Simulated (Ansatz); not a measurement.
Consider the formal exchange of groups at a Ge–C bond: `[SiH3][CH2][GeH2][SH]` + `C1=NC1` → `[SH][GeH2][C]1=NC1` + `C[SiH3]`.

Isolated molecules relaxed with PBE0-D4/def2-TZVP in Ansatz; ΔE leaves out vibrations. CBS: MP2 limit from def2 TZ/QZ plus the TZ coupled-cluster correction, frozen cores. This one scheme is used for every species. Functionals use def2-TZVPP. For Ge outer-core shells are correlated without core-valence functions, which leaves a few kJ/mol of doubt a bond. Scalar relativity is left out up to krypton. One conformer a species, not always the lowest.

`[SiH3][CH2][GeH2][SH]`:

Z-matrix (Å, degrees):
```
Si
C 1 1.874
H 1 1.484 2 110.7
H 1 1.489 2 109.9 3 119.7
H 1 1.487 2 110.3 3 -120.8
Ge 2 1.954 1 113.9 3 75.9
H 2 1.095 1 109.8 3 -163.9
H 2 1.094 1 109.8 3 -46.3
S 6 2.230 2 110.9 1 -42.2
H 6 1.536 2 110.7 1 72.5
H 6 1.540 2 111.1 1 -164.4
H 9 1.343 6 94.6 2 -62.0
```

`C1=NC1`:

Cartesian coordinates in Å:
```
C -0.112 0.791 0.198
N -0.528 -0.026 1.040
C 0.125 -0.566 -0.230
H -0.054 1.862 0.056
H -0.536 -1.042 -0.949
H 1.105 -1.019 -0.114
```

`[SH][GeH2][C]1=NC1`:

```xyz
10

S    -1.735    1.381   -1.755
Ge   -1.465    0.165    0.077
C     0.443   -0.165    0.156
N     1.439    0.138   -0.541
C     1.691   -0.693    0.693
H    -0.413    1.354   -2.011
H    -2.205   -1.177   -0.014
H    -1.897    0.927    1.338
H     1.959   -1.734    0.533
H     2.183   -0.196    1.523
```

`C[SiH3]`:

Cartesian coordinates in Å:
```
C 0.961 0.213 0.083
Si -0.860 -0.190 -0.074
H 1.236 0.362 1.129
H 1.204 1.125 -0.466
H 1.573 -0.598 -0.318
H -1.190 -1.432 0.676
H -1.232 -0.395 -1.500
H -1.692 0.917 0.470
```

(1) Is it downhill or uphill in electronic energy at CCSD(T)/CBS, and by how much? (An estimate is asked.)

(2) What do these levels give: r2SCAN-D4, ωB97X-V, ωB97M-V, PBE0, HF/def2-TZVPP, MP2/def2-TZVPP, SCS-MP2/def2-TZVPP, CCSD/def2-TZVPP, CCSD(T)/def2-TZVPP, HF/def2-QZVPP, HF/CBS(def2), MP2/CBS(def2)? (An estimate is asked.)

Largest T1 diagnostic among the species: 0.012.

Results:

(1) Computed: Downhill: ΔE = -0.10 eV.

(2) Computed: r2SCAN-D4 -0.16, ωB97X-V -0.13, ωB97M-V -0.12, PBE0 -0.15, HF/def2-TZVPP -0.16, MP2/def2-TZVPP -0.13, SCS-MP2/def2-TZVPP -0.14, CCSD/def2-TZVPP -0.12, CCSD(T)/def2-TZVPP -0.12, HF/def2-QZVPP -0.16, HF/CBS(def2) -0.16, MP2/CBS(def2) -0.11 eV.

The D4 term adds +0.05 eV with B3LYP and +0.03 eV with PBE0; it sums over pairs of atoms, weighted by their polarisabilities, and B3LYP, whose exchange is more repulsive, gets the larger term.

B3LYP here is the variant with VWN-RPA as its local correlation; programs differ in this.
